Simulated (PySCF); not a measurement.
Molecule: SMILES C(#CC(=C)C)[C+](C)C, [C$_{8}$H$_{11}$]+.

Geometry (Å), atoms numbered from 1 in this order:
```xyz
19

C     2.791   -1.252    0.437
C     2.161   -0.178   -0.088
C     2.874    0.988   -0.695
C     0.769   -0.141   -0.066
C    -0.455   -0.075   -0.059
C    -1.816   -0.014   -0.041
C    -2.502    1.143   -0.622
C    -2.593   -1.103    0.556
H     2.250   -2.076    0.871
H     3.867   -1.315    0.439
H     2.590    1.103   -1.740
H     2.605    1.907   -0.176
H     3.949    0.849   -0.634
H    -1.862    2.020   -0.690
H    -2.804    0.881   -1.642
H    -3.422    1.369   -0.084
H    -2.795   -0.842    1.602
H    -2.052   -2.047    0.565
H    -3.564   -1.210    0.074
```

Total charge +1.

Frames of a GFN2-xTB Langevin trajectory at 200 K; GIAO PBE0/pcSseg-1 shieldings in PySCF 2.14.0 with density-fitted response routines, gas phase, non-relativistic; equivalent atoms averaged within each frame.

Chemical shifts δ = σref − σ; TMS for ¹³C (σref 186.93), ¹H (σref 31.72), all at this level. The references are static minima.

**Question.** How do the shifts (ppm) fluctuate along the trajectory?

**Answer.** 
```csv
time (fs),C6,C4,C1,C2,C5,C7/C8,C3,H9,H10,H14/H15/H16/H17/H18/H19
250,245.5,224.2,172.3,135.3,120.9,45.6,23.3,7.18,7.00,3.79
425,243.3,202.9,186.7,142.1,126.1,42.0,28.9,8.16,7.99,3.66
625,267.3,216.7,172.5,130.6,133.0,47.2,29.1,7.73,7.40,3.45
800,249.0,199.3,183.7,140.1,129.8,46.2,25.5,8.17,8.04,4.12
1000,246.4,214.2,171.7,132.2,123.4,45.0,28.0,6.93,8.05,4.03
mean of frames,250.3,211.5,177.4,136.1,126.7,45.2,27.0,7.63,7.69,3.81
standard deviation,9.7,10.2,7.2,5.0,4.8,2.0,2.5,0.56,0.47,0.27
```

5 frames give an uncertainty of the mean of about the standard deviation over 2.2 at best, since frames this close in time may not be independent; classical motion lacks zero-point vibration, and the reference would need the same averaging.
